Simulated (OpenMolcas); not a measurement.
Pt4+ among 4 point charges of -2 e arranged as a square (D4h).

* Program: OpenMolcas 26.06
* Method: SS-CASPT2, IPEA 0.25 Eh, imaginary shift 0.1 Eh (closed shells correlated: 5s 5p)
* Basis: ANO-RCC-VDZP [7s6p4d2f]
* Scalar Hamiltonian: DKH2, point nucleus
* Active space: 6 electrons in 5 orbitals (5d)
* State averaging: 2S+1 = 5 even, 5 roots; 2S+1 = 3 even, 45 roots; 2S+1 = 1 even, 50 roots
* Spin-orbit coupling: RASSI with atomic mean-field integrals over the reference wave functions

All point charges move together. At R = 1.84 Å the first state of the same spin is 8590 cm-1, and at R = 2.16 Å it is 4540 cm-1.

Task: A third run gives 6520 cm-1. What distance was it run at?

Result: With a power law R^-n the two known points give n = -ln(4540 / 8590) / ln(2.16 / 1.84) = 3.98. Then R = 1.84 × (8590 / 6520)^(1/3.98) = 1.972 Å. The run was at 1.97 Å, so the estimate is off by +0.002 Å.

Roots that are degenerate in the reference are averaged as groups; the widest CASPT2 spread within a group is 39 cm-1 (the 3-fold group of multiplicity 3 near 24200 cm-1 above the lowest state of its run, R = 2.16). Shifts and gaps below about the spread of the groups concerned are not significant. This shell can be high or low spin here, a state of another spin lies low, and with metal d orbitals alone active their balance is uncertain, so the ground spin may be wrong. Point charges give a weaker field than real ligands, and real ions of this kind are as a rule low spin; the high spin found here belongs to the model. Free-ion shares, where given, are those of the reference states; single-state CASPT2 does not remix them. Spin-orbit coupling mixes the spin-free states strongly: the lowest level takes only 41 % from its leading state, 5A1 (figures for R = 1.84; the like holds for R = 1.97, R = 2.16). This is an electrostatic model: the charges have no orbitals. A group larger than the point group allows holds several states that coincide in this model. No measured value stands beside these numbers.
